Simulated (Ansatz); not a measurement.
System: C4H12W (charge 0, triplet). The spin state was set by rule; other spins were not relaxed. 
Structure (B3LYP-D3(BJ)/def2-TZVP (Ansatz, a program for electronic structure) minimum search):
SMILES: [CH3][W]([CH3])([CH3])[CH3]
```xyz
17

W      0.0000     0.0000     0.0000
C      1.7583    -0.3770    -1.1173
H      2.3316    -1.2076    -0.6861
H      2.4116     0.5045    -1.1379
H      1.5194    -0.6399    -2.1558
C      0.5220     0.5007     1.9897
H     -0.3709     0.7022     2.5952
H      1.1552     1.3967     2.0200
H      1.0752    -0.3154     2.4718
C     -1.0621     1.6078    -0.8768
H     -1.9810     1.8275    -0.3183
H     -1.3472     1.3775    -1.9113
H     -0.4550     2.5219    -0.8935
C     -1.2182    -1.7315     0.0045
H     -1.5058    -2.0166    -1.0156
H     -2.1396    -1.5666     0.5774
H     -0.6936    -2.5842     0.4541
```
Charge 0, spin multiplicity 3.

Wanted: atomisation energy (electronic, to ground-state atoms), in kJ/mol. Correlated levels leave the core frozen unless marked. UHF or UKS for open shells. No spin-orbit coupling. The frozen core is the preceding noble-gas configuration, with the filled d and f shells of earlier blocks. Past Kr the def2 sets carry scalar-relativistic core potentials. The coupled-cluster limit lacks core correlation, which all-electron functionals hold. Basis-set limits of correlation are two-point, X^-3; Hartree-Fock from the larger set. The bracket is a focal-point correction in the basis named.

```
level                                                              program  atomisation energy (kJ/mol)  minus last row
----------------------------------------------------------  --------------  ---------------------------  --------------
PBE-D3(BJ)/def2-TZVPD                                       Ansatz + dftd3                       6414.0           123.8
PBE-D4/def2-TZVPD                                           Ansatz + dftd4                       6412.1           121.9
BLYP-D3(BJ)/def2-TZVPD                                      Ansatz + dftd3                       6307.0            16.8
revPBE-D3(BJ)/def2-TZVPD                                    Ansatz + dftd3                       6276.8           -13.4
PBE0/def2-TZVP                                                      Ansatz                       6291.0             0.8
PBE0/def2-TZVPD                                                     Ansatz                       6292.6             2.4
PBE0/def2-QZVPP                                                     Ansatz                       6305.3            15.1
LC-wPBE-D4/def2-TZVPD                                       Ansatz + dftd4                       6308.6            18.4
LC-wPBE/def2-TZVPD                                                  Ansatz                       6270.0           -20.2
RI-MP2/CBS(def2-TZVPP,def2-QZVPP)+[CCSD(T)-MP2]/def2-TZVPP          Ansatz                       6290.2             0.0
```
